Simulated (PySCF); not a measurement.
# `O[C@@H]1CC[C@H]2CC[C@H]21`, C7H12O

Molfile (atoms numbered from 1):
```
C7H12O
     RDKit          3D

 20 21  0  0  0  0  0  0  0  0999 V2000
   -1.9565    1.5762    0.3355 O   0  0  0  0  0  0  0  0  0  0  0  0
   -0.9468    0.9662   -0.4412 C   0  0  2  0  0  0  0  0  0  0  0  0
   -1.3486   -0.4937   -0.6730 C   0  0  0  0  0  0  0  0  0  0  0  0
   -0.8651   -1.2181    0.5844 C   0  0  0  0  0  0  0  0  0  0  0  0
    0.4510   -0.5325    0.9362 C   0  0  1  0  0  0  0  0  0  0  0  0
    1.6483   -0.8823    0.0334 C   0  0  0  0  0  0  0  0  0  0  0  0
    1.6002    0.5242   -0.5833 C   0  0  0  0  0  0  0  0  0  0  0  0
    0.3912    0.8739    0.2997 C   0  0  1  0  0  0  0  0  0  0  0  0
   -1.6562    2.4476    0.6137 H   0  0  0  0  0  0  0  0  0  0  0  0
   -0.8352    1.5131   -1.3920 H   0  0  0  0  0  0  0  0  0  0  0  0
   -2.4239   -0.5749   -0.8147 H   0  0  0  0  0  0  0  0  0  0  0  0
   -0.8424   -0.8745   -1.5592 H   0  0  0  0  0  0  0  0  0  0  0  0
   -1.5842   -1.0609    1.3886 H   0  0  0  0  0  0  0  0  0  0  0  0
   -0.7453   -2.2895    0.4263 H   0  0  0  0  0  0  0  0  0  0  0  0
    0.6680   -0.5732    2.0027 H   0  0  0  0  0  0  0  0  0  0  0  0
    1.4559   -1.6920   -0.6674 H   0  0  0  0  0  0  0  0  0  0  0  0
    2.5670   -1.1005    0.5743 H   0  0  0  0  0  0  0  0  0  0  0  0
    2.4832    1.1279   -0.3832 H   0  0  0  0  0  0  0  0  0  0  0  0
    1.3941    0.5506   -1.6521 H   0  0  0  0  0  0  0  0  0  0  0  0
    0.5403    1.7231    0.9680 H   0  0  0  0  0  0  0  0  0  0  0  0
  1  2  1  0
  2  3  1  0
  3  4  1  0
  4  5  1  0
  5  6  1  0
  6  7  1  0
  7  8  1  0
  8  2  1  0
  8  5  1  0
  1  9  1  0
  2 10  1  6
  3 11  1  0
  3 12  1  0
  4 13  1  0
  4 14  1  0
  5 15  1  1
  6 16  1  0
  6 17  1  0
  7 18  1  0
  7 19  1  0
  8 20  1  1
M  END
```

Theory: TDDFT wB97X-D/def2-SVPD circular dichroism and optical rotation, one conformer, gas phase in PySCF 2.14.0. Geometry: GFN2-xTB.

The molecule is flexible and this is one conformer; a measurement averages over conformers.

(1) What are the CIP labels of the stereocentres?

(2) List the lowest 8 singlet excitations with oscillator and rotatory strengths.

## Answers

(1) C2 R, C5 R, C8 R.

(2) Rotatory strengths R in 10⁻⁴⁰ esu² cm², velocity form and length form (origin at the centre of mass); f in length form.
```
state  E (eV)  λ (nm)      f  R (velocity)  R (length)                                    main
    1    7.18     173  0.006         +11.5       +11.2        HOMO→LUMO 0.73, HOMO→LUMO+1 0.14
    2    8.18     151  0.004          -0.7        -0.6      HOMO→LUMO+2 0.40, HOMO→LUMO+1 0.22
    3    8.32     149  0.022          -4.8        -5.6      HOMO→LUMO+2 0.43, HOMO→LUMO+1 0.24
    4    8.38     148  0.017          -1.4        -1.1    HOMO−1→LUMO 0.59, HOMO−1→LUMO+1 0.16
    5    8.60     144  0.003          -1.2        -1.6      HOMO→LUMO+3 0.26, HOMO−3→LUMO 0.21
    6    8.66     143  0.011         -26.9       -25.7      HOMO→LUMO+3 0.46, HOMO−2→LUMO 0.14
    7    8.81     141  0.023         +19.3       +19.8      HOMO−3→LUMO 0.30, HOMO−2→LUMO 0.26
    8    8.84     140  0.035         -11.9       -12.0  HOMO−1→LUMO+2 0.58, HOMO−1→LUMO+1 0.21
```

Among the states computed, the strongest CD band (largest |R|) is state 6. The largest dissymmetry factor in size, g = 4R/(D+G), with D and G the electric and magnetic dipole strengths, is -0.028 for state 6 (velocity form, f = 0.012), among bands with |R| over 0.5. The mirror image has the same energies and oscillator strengths and all R with the opposite sign.
